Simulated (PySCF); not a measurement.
# Vibration and rotation of SbF⁺

UHF-CCSD(T) constants of SbF⁺, ²Π (doublet), unpaired electrons π ↑ (Sb x2c-SVPall, F x2c-SVPall; spin-free X2C with a Gaussian nucleus (PySCF 2.14); masses 120.9038 and 18.9984 u):

- ωe: 710.2 cm⁻¹
- ωexe: 3.1 cm⁻¹
- Be: 0.28765 cm⁻¹
- αe: 0.00165 cm⁻¹
- D (centrifugal): 1.89e-07 cm⁻¹
- De to Sb⁺ + F: 3.58 eV

Q: Give the vibrational terms G(v) and spacings up to v = 3.

A: G(v) = ωe(v+½) − ωexe(v+½)².

```csv
v,G(v) (cm⁻¹),G(v) − G(v−1),Bv (cm⁻¹)
0,354,,0.2868
1,1058,704,0.2852
2,1756,698,0.2835
3,2448,692,0.2819
```

Q: How well does the Morse estimate ωe²/(4ωexe) reproduce De, and what is D0?

A: It gives 5.04 eV, 141 % of the computed De. D0 = De − G(0) = 3.58 − 0.04 = 3.54 eV.

Correlated steps freeze 19 core orbitals. Correlated levels converge slowly with the basis: in double zeta they bind strong bonds too weakly, by up to about 1 eV, and carry superposition errors of some tenths. These are scalar-relativistic numbers at best; spin–orbit coupling would shift them, the dissociation energy most. For an ion De counts to the pair picked by the measured ionisation energies or electron affinities, which need not be the lowest pair at this level. The state is the lowest determinant that a PBE0 search found; another state may lie lower at other levels.
